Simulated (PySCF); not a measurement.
Magnetisability: `InChI=1S/C7H11NSe/c1-2-7-5-8-3-4-9-6-7/h2,5,7H,1,3-4,6H2/t7-/m0/s1`

Molfile (atoms numbered from 1):
```
C7H11NSe
     RDKit          3D

 20 20  0  0  0  0  0  0  0  0999 V2000
    3.1441   -0.6601   -0.0489 C   0  0  0  0  0  0  0  0  0  0  0  0
    2.1770    0.0703    0.4729 C   0  0  0  0  0  0  0  0  0  0  0  0
    0.7435    0.0017    0.0431 C   0  0  1  0  0  0  0  0  0  0  0  0
   -0.1260   -0.4646    1.1896 C   0  0  0  0  0  0  0  0  0  0  0  0
   -1.3061   -0.8857    1.1614 N   0  0  0  0  0  0  0  0  0  0  0  0
   -2.0716   -0.9753   -0.0523 C   0  0  0  0  0  0  0  0  0  0  0  0
   -2.5277    0.3887   -0.5630 C   0  0  0  0  0  0  0  0  0  0  0  0
   -1.2119    1.2967   -1.7194 Se  0  0  0  0  0  2  0  0  0  0  0  0
    0.2813    1.3829   -0.4382 C   0  0  0  0  0  0  0  0  0  0  0  0
    2.9572   -1.3697   -0.8385 H   0  0  0  0  0  0  0  0  0  0  0  0
    4.1631   -0.5822    0.2893 H   0  0  0  0  0  0  0  0  0  0  0  0
    2.3865    0.7786    1.2647 H   0  0  0  0  0  0  0  0  0  0  0  0
    0.6452   -0.7123   -0.7856 H   0  0  0  0  0  0  0  0  0  0  0  0
    0.3334   -0.4270    2.1731 H   0  0  0  0  0  0  0  0  0  0  0  0
   -1.5193   -1.5001   -0.8450 H   0  0  0  0  0  0  0  0  0  0  0  0
   -2.9595   -1.5667    0.1955 H   0  0  0  0  0  0  0  0  0  0  0  0
   -2.7566    1.0551    0.2706 H   0  0  0  0  0  0  0  0  0  0  0  0
   -3.4152    0.2827   -1.1882 H   0  0  0  0  0  0  0  0  0  0  0  0
    1.0853    1.8840   -0.9819 H   0  0  0  0  0  0  0  0  0  0  0  0
   -0.0280    2.0138    0.3980 H   0  0  0  0  0  0  0  0  0  0  0  0
  1  2  2  0
  2  3  1  0
  3  4  1  0
  4  5  2  0
  5  6  1  0
  6  7  1  0
  7  8  1  0
  8  9  1  0
  9  3  1  0
  1 10  1  0
  1 11  1  0
  2 12  1  0
  3 13  1  6
  4 14  1  0
  6 15  1  0
  6 16  1  0
  7 17  1  0
  7 18  1  0
  9 19  1  0
  9 20  1  0
M  END
```

Computed with GIAO PBE/pcSseg-1 magnetisability, rotational g tensor and spin-rotation constants, non-relativistic, gas phase (PySCF 2.14.0). Geometry: GFN2-xTB.

The calculation is non-relativistic, which matters for the atoms heavier than Zn.

Question: How diamagnetic is it, and how anisotropic?

Answer: Isotropic -1515 × 10⁻³⁰ J/T², or -91.3 × 10⁻⁶ cm³/mol; principal values -1711, -1469, -1366 × 10⁻³⁰ J/T², anisotropy 306 × 10⁻³⁰ J/T² (root of half the summed squared differences of the principal values). The susceptibility is in cgs units.

Question: Split it along the inertial axes a, b, c into diamagnetic and paramagnetic parts about the centre of mass, with the quadrupole moment.

Answer: 
```csv
axis,χ (10⁻⁶ cm³/mol),diamagnetic (10⁻⁶ cm³/mol),paramagnetic (10⁻⁶ cm³/mol),summed x² of all electrons (Å²),quadrupole Θ (D Å)
a,-92.1,-829.7,737.6,312.7,+5.34
b,-96.8,-1497.8,1401.0,155.2,-8.26
c,-84.9,-1985.1,1900.2,40.4,+2.92
```
Anisotropies 2χaa − χbb − χcc = -2.6 and 2χbb − χaa − χcc = -16.6 × 10⁻⁶ cm³/mol. Θ is traceless in Buckingham's convention.

Question: And the rotational g tensor?

Answer: 
```
axis  rotational constant (GHz)        g  nuclear part  electronic part
   a                     1.6914  -0.0258        0.5603          -0.5861
   b                     0.8464  -0.0079        0.5492          -0.5571
   c                     0.6155  -0.0111        0.5383          -0.5494
```
Asymmetric top; isotopes 12C, 1H, 14N, 80Se; no vibrational averaging.
